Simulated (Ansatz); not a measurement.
Start from `C[N](C)[Ge]([OH])([N](C)C)[N](C)C` and change one atom or group to get `C[N](C)[Ge]([Cl])([N](C)C)[N](C)C`.

Ansatz, PBE0-D4/def2-TZVP geometries, multiplicity 1. Each molecule was computed in one conformer, which needn't be the lowest.

Scalar relativity is left out up to krypton.

```
                                      property  `C[N](C)[Ge]([OH])([N](C)C)[N](C)C`
         LUMO energy (ωB97M-V/def2-TZVPP) / eV                                 2.03
          HOMO–LUMO gap (PBE0/def2-TZVPP) / eV                                 6.42
            HOMO energy (PBE0/def2-TZVPP) / eV                                -5.84
size of the dipole moment (PBE/def2-TZVPP) / D                                 1.12
             HOMO energy (PBE/def2-TZVPP) / eV                                -4.54
           LUMO energy (B3LYP/def2-TZVPP) / eV                                 0.26
```

Task: What does the change do to each property? (An estimate is asked.)

Result: The calculation gave: 
```csv
property,`C[N](C)[Ge]([Cl])([N](C)C)[N](C)C`,shift
LUMO energy (ωB97M-V/def2-TZVPP) / eV,2.13,0.10
HOMO–LUMO gap (PBE0/def2-TZVPP) / eV,6.69,0.27
HOMO energy (PBE0/def2-TZVPP) / eV,-6.04,-0.20
size of the dipole moment (PBE/def2-TZVPP) / D,2.10,0.98
HOMO energy (PBE/def2-TZVPP) / eV,-4.73,-0.19
LUMO energy (B3LYP/def2-TZVPP) / eV,0.35,0.09
```

With PBE0 the HOMO falls by 0.20 eV and the LUMO rises by 0.07 eV, so the gap widens by about 0.27 eV. PBE moves the HOMO by -0.19 eV and ωB97M-V by -0.20 eV. Dipoles are sizes alone; their direction can turn.

B3LYP here is the variant with VWN-RPA as its local correlation; programs differ in this.
